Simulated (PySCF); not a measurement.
Species: C7H6Cl (doublet state).
Numbering: `[CH2:1][c:2]1[cH:3][cH:4][cH:5][cH:6][c:7]1[Cl:8]` (hydrogens: H9, H10 on C1; H11 on C3; H12 on C4; H13 on C5; H14 on C6)

Geometry (GFN2-xTB, Å), atoms numbered from 1 in this order:
```xyz
14
C7H6Cl angstrom
C     -2.2340   -0.4972   -0.0335
C     -0.8897   -0.2084   -0.0175
C      0.0812   -1.2031   -0.3413
C      1.4234   -0.9361   -0.3290
C      1.8873    0.3365    0.0035
C      0.9812    1.3389    0.3248
C     -0.3703    1.0805    0.3157
Cl    -1.4594    2.3545    0.7202
H     -2.9739    0.2426    0.2082
H     -2.5782   -1.4821   -0.2903
H     -0.2796   -2.1873   -0.5993
H      2.1317   -1.7122   -0.5786
H      2.9452    0.5469    0.0129
H      1.3344    2.3260    0.5822
```

The hyperfine couplings belong to this conformer and change with its torsions.

Computed, not measured: PySCF, UKS B3LYP, pcH-1 on C Cl H, non-relativistic, mean-field spin-orbit, GIAO. Isolated species at its GFN2-xTB geometry, gas phase. Couplings are sensitive to structure, and on GFN2-xTB geometries they can be far from those on DFT ones. Stability of the SCF solution: not tested. ⟨S²⟩ is 0.782 where a pure state has 0.75.

Problem. Break the g tensor into its mass correction, gauge correction and orbital-Zeeman/spin–orbit terms.

Solution. 
```
                    Δg (ppm)     1     2     3
relativistic mass correction  -146  -146  -146
            gauge correction     1    30    35
   orbital Zeeman/spin–orbit  -135  1103  1698
                       total  -280   987  1587
```

So g = 2.00204, 2.00331, 2.00391 and g_iso = 2.00308; the tensor is rhombic: the two nearest values differ by 32 % of g3 − g1. Axes: g1 is normal to the molecular plane and g2 points within 9° of the C5–C6 bond.

Problem. What are the electron Larmor frequencies g μB B/h along the three axes at 3350 mT?

Solution. 93.8705, 93.9299, 93.9580 GHz for g1, g2 and g3, a range of 87.5 MHz.

Problem. Average each term over the three axes. Which is largest in size?

Solution. The orbital-Zeeman/spin–orbit term 889, the mass correction -146 and the gauge correction 22 ppm, for a total of 765 ppm. The orbital-Zeeman/spin–orbit term is the largest in size. The mass correction is the same along every axis, so the anisotropy comes from the other two: their spans along these axes are 34 (gauge) and 1833 ppm (orbital Zeeman/spin–orbit).

Problem. At 9.335 GHz, how far is the centre of the isotropic spectrum from where a free electron (g = 2.002319) resonates?

Solution. B = hν/(g μB) with μB/h = 13.99624 MHz/mT gives 333.10 mT for the free electron and 332.97 mT at g_iso, 0.13 mT lower.

Problem. In a frozen sample, at which fields do the three g values resonate at 9.5, 34, 94 and 263 GHz (hyperfine left aside), and which band first spreads them over more than twice a line width of 0.3 mT?

Solution. 
| band | GHz | B(g3) mT | B(g2) mT | B(g1) mT | spread mT |
| --- | --- | --- | --- | --- | --- |
| X | 9.5 | 338.72 | 338.82 | 339.03 | 0.32 |
| Q | 34.0 | 1212.24 | 1212.61 | 1213.37 | 1.13 |
| W | 94.0 | 3351.50 | 3352.50 | 3354.62 | 3.12 |
| J | 263.0 | 9377.06 | 9379.87 | 9385.81 | 8.74 |

The spread grows in proportion to the frequency. Q band is the first where it exceeds 0.6 mT.

Largest spin populations (Mulliken): C1 (+0.74), C5 (+0.30), C3 (+0.25) and C7 (+0.25). Four atoms exceed +0.15. The positive populations add up to 1.56 and the negative ones to -0.56, together 2S = 1. The angles at C1 add up to 360.0°, so it is planar; its axial dipolar tensor and the negative couplings of its protons fit spin in a p orbital normal to that plane.

The HOMO–LUMO gaps are 4.67 eV among the α and 4.21 eV among the β orbitals.
